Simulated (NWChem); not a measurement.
System: GeICl, singlet; SMILES [Cl][Ge][I]

Low-valent species are run as closed-shell singlets; no triplet was tried in these runs. def2 effective core potentials on I; no spin-orbit coupling.

Give the equilibrium geometry at PBE0/def2-SVP with def2 effective core potentials on I (NWChem) as a Z-matrix, with the point group.

point group Cs; any orientation.
```
Ge
Cl 1 2.1918
I 1 2.5635 2 101.52
```
